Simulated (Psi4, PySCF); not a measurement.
C4H5 (SMILES [CH-]=C1CC1), charge -1, singlet, at a GFN2-xTB geometry (in this run its highest filled SCF level lies above zero, so its values depend strongly on the basis, on diffuse functions most of all). Base run: BHANDHLYP/6-31G, TDDFT in PySCF.

Input for PySCF:
```python
from pyscf import gto, scf, dft, tdscf

mol = gto.M(
    atom='''
C    -0.00477750   -0.00846867    0.42733059
C    -0.00174017   -0.76951404   -0.83385328
C     0.02025666    0.75423460   -0.88448337
C    -0.02048610   -0.11308971    1.73328716
H    -0.90781767   -1.26894023   -1.19210447
H     0.89751813   -1.29434815   -1.17242457
H     0.93628317    1.22602460   -1.25140807
H    -0.87391678    1.25150097   -1.27114099
H    -0.01158415    0.90678977    2.23339151
''',
    basis='6-31g',
    charge=-1,
    verbose=4,
)

mf = dft.RKS(mol)
mf.xc = 'bhandhlyp'
mf.kernel()
td = mf.TDDFT()
td.nstates = 5
td.kernel()
td.analyze()
```

Programs used: Psi4, PySCF; a row that names a program was run with it.

Each row names what was changed in the base input (with any setting that the change needs).

```json
[
 {"change": "base", "first excitation (eV)": "3.96", "oscillator strength of the first": "0.011", "second (eV)": "5.85"},
 {"change": "functional = wb97x", "first excitation (eV)": "3.96", "oscillator strength of the first": "0.012", "second (eV)": "6.24"},
 {"change": "conv_tol = 1e-3", "first excitation (eV)": "3.96", "oscillator strength of the first": "0.011", "second (eV)": "5.85"},
 {"change": "code = psi4", "first excitation (eV)": "3.97", "oscillator strength of the first": "0.011", "second (eV)": "5.85"},
 {"change": "basis = 6-31G*", "first excitation (eV)": "4.01", "oscillator strength of the first": "0.009", "second (eV)": "5.99"},
 {"change": "nstates = 2", "first excitation (eV)": "3.96", "oscillator strength of the first": "0.011", "second (eV)": "5.85"},
 {"change": "nstates = 15", "first excitation (eV)": "3.96", "oscillator strength of the first": "0.011", "second (eV)": "5.85"},
 {"change": "nstates = 10", "first excitation (eV)": "3.96", "oscillator strength of the first": "0.011", "second (eV)": "5.85"},
 {"change": "response = Tamm-Dancoff", "first excitation (eV)": "4.07", "oscillator strength of the first": "0.016", "second (eV)": "5.86"},
 {"change": "states = triplets; response = Tamm-Dancoff", "first excitation (eV)": "2.88", "oscillator strength of the first": "-", "second (eV)": "4.60"},
 {"change": "functional = blyp", "first excitation (eV)": "3.27", "oscillator strength of the first": "0.005", "second (eV)": "3.62"}
]
```

An iterative solver can miss low states, so a row lists the states that it found.
